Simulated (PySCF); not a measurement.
Dipole response of Be (beryllium, neutral)

[He] 2s2, closed-shell 1S. All numbers are calculated (PySCF 2.14, no relativity, point nucleus, in aug-cc-pVDZ (4s3p2d, 23 functions)). Coupled (time-dependent) response in atomic units; α is the mean over directions. A double-zeta set is small for polarisabilities.

```csv
method,mean α (bohr³),C₆ (like pair),S(−4)
UHF,45.10,280.6,1362
PBE,42.49,256.8,1212
PBE0,42.74,259.2,1223
wB97X,44.53,277.6,1305
```

S(−4) is the Cauchy moment in α(ω) = α(0) + S(−4) ω² + …

Reference α: 37.74 ± 0.03 bohr³ (recommended; Schwerdtfeger and Nagle, table of static dipole polarizabilities (2023 update)). Published C₆: 227.0 (Chu and Dalgarno (2004); Tang, Norbeck and Certain (1976)).

Hartree-Fock lies above the reference because it lacks correlation, which contracts the outer shell.

α(iu) at PBE0:

```tsv
u (hartree)	α(iu) (bohr³)
0	42.74
0.0500	39.89
0.100	33.28
0.200	20.14
0.300	12.25
0.500	5.510
0.750	2.683
1.00	1.572
1.50	0.7290
2.00	0.4222
3.00	0.1968
5.00	0.07569
```
